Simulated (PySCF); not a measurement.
PySCF 2.14 output of an unrestricted MN15 calculation on a single atom or ion in aug-cc-pVQZ-PP with ECP60MDF, with scalar relativity through the core potential:

```
SCF conv_tol = 1e-09
number electrons alpha = 9  beta = 4
    H. S. Yu, X. He, S. L. Li, and D. G. Truhlar.,  Chem. Sci. 7, 5032-5051 (2016)
    H. S. Yu, X. He, S. L. Li, and D. G. Truhlar.,  Chem. Sci. 7, 5032-5051 (2016)
cycle= 1 E= -66.8927727499591  delta_E= -0.0069  |g|= 0.0242  |ddm|= 0.396
cycle= 2 E= -66.8929186036278  delta_E= -0.000146  |g|= 0.0146  |ddm|= 0.0296
cycle= 3 E= -66.8929867862274  delta_E= -6.82e-05  |g|= 0.000339  |ddm|= 0.0091
cycle= 4 E= -66.8929868599628  delta_E= -7.37e-08  |g|= 5.03e-05  |ddm|= 0.000501
cycle= 5 E= -66.8929868615374  delta_E= -1.57e-09  |g|= 7.65e-06  |ddm|= 8.94e-05
cycle= 6 E= -66.8929868615652  delta_E= -2.78e-11  |g|= 1.83e-06  |ddm|= 3.98e-05
converged SCF energy = -66.8929868615652  <S^2> = 8.7521532  2S+1 = 6.0007177
```

The run itself started from symmetry-adapted Hartree-Fock orbitals and held the occupation by maximum overlap, on a logarithmic radial grid, so the iterations belong to that start.

Q: Which element, charge and spin multiplicity is this?

A: W⁺ (tungsten, charge +1), multiplicity 6; the state was [Xe] 4f14 5d5, high-spin 6S determinant (an excited configuration).

Energies and moments cover only the electrons outside the core potential. Spin-orbit coupling, which splits the p, d and f shells strongly at this Z, is absent.
